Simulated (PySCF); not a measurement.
# Energy of Cr (chromium, neutral) between two integer charges

The 4s alpha orbital of [Ar] 3d5 4s1 is emptied in steps (occupation f), with all orbitals relaxed, ending at [Ar] 3d5. All numbers are calculated (PySCF 2.14, no relativity, point nucleus, in aug-cc-pVDZ (7s6p4d2f, 59 functions)). The exact energy is a straight line in f; departures are measured from the line between the end points of the same method.

| f | r2SCAN0 (eV) |
| --- | --- |
| 1 | 0.000 |
| 0.8 | -0.296 |
| 0.6 | -0.440 |
| 0.4 | -0.442 |
| 0.2 | -0.297 |
| 0 | 0.000 |

```
 method  E(f=0) − E(f=1) (eV)  −ε at f=1 (eV)  −ε at f=0.4 (eV)
r2SCAN0                 6.916           5.044             7.269
```

Orbital energy along the path (eV):

| f | r2SCAN0 |
| --- | --- |
| 1 | -5.044 |
| 0.8 | -5.822 |
| 0.6 | -6.557 |
| 0.4 | -7.269 |
| 0.2 | -8.021 |
| 0 | -8.770 |

Reference removal energy between the ground levels: 6.767 eV (measured; NIST Atomic Spectra Database, ionization energies).
